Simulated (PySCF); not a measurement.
## Exercise with solution: chemical shift, span and skew from a shielding tensor

CH₄NO, SMILES NC=[OH+], charge +1. Atoms are numbered in the order given.

```xyz
7

N     -0.1881     1.1106     0.0000
C      0.4321    -0.0264     0.0000
O     -0.1072    -1.1908     0.0000
H     -1.1990     1.1974     0.0000
H      0.3447     1.9728     0.0000
H      1.5177    -0.0370     0.0000
H     -1.0815    -1.2226     0.0000
```
Charge +1, spin multiplicity 1.

Coordinates come from a B3LYP-D3(BJ)/def2-TZVP optimisation. The isomer is the one that the SMILES or the coordinates give; other isomers of the formula were not compared. The values are those of a single conformer.

GIAO shieldings from PBE/pcSseg-2 in PySCF, non-relativistic, no solvent. The symmetric part of the tensor of C2 has the principal values -76.0, -12.5, 105.9 ppm. The same nucleus in TMS has σ = 181.4 ppm at this level (PySCF, at its B3LYP-D3(BJ)/def2-TZVP geometry).

Work out the isotropic shielding, the ¹³C shift against TMS, the span and the skew.


σ(iso) = (σ11 + σ22 + σ33)/3 = 5.8 ppm. δ = σ(ref) − σ(iso) = 181.4 − (5.8) = 175.6 ppm.
Span Ω = σ33 − σ11 = 181.9 ppm. Skew κ = 3(σ(iso) − σ22)/Ω = 0.30. Tumbling in solution averages the tensor to δ; in a static solid the shielding alone would spread this spin-1/2 line over Ω.
